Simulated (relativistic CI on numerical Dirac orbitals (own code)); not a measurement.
**Mn²⁺: K-beta X-ray emission**

Computed with this model: Dirac-Coulomb-Breit CI, orbitals from a KLI potential per configuration, model QED, valence Slater integrals scaled by 0.7, multiplet model of X-ray emission after core ionisation; configurations [Ar] 3d5 → 1s 2s2 2p6 3s2 3p6 3d5 → [Ne] 3s2 3p5 3d5; 80 K; Lorentzian 1.6 eV and Gaussian 1 eV FWHM. Energies are those of the free ion, without screening or charge transfer. S is read from ⟨S²⟩ = S(S + 1).

free ion: ground-state S = 2.50, centroid 6487.22 eV. Peaks (eV, height): 6475.6 (48), 6492.2 (100).

Strongest unbroadened transitions for free ion:

```csv
Energy (eV),Relative strength
6475.43,39.9
6475.55,11.3
6475.79,36.2
6475.97,17.3
6476.34,4.4
6485.63,0.7
6485.69,0.7
6486.09,0.6
6489.25,1.1
6489.30,24.0
6489.51,1.0
6489.56,16.9
6489.76,10.6
6491.66,54.3
6491.71,0.6
6492.08,76.4
6492.13,0.8
6492.56,100.0
```
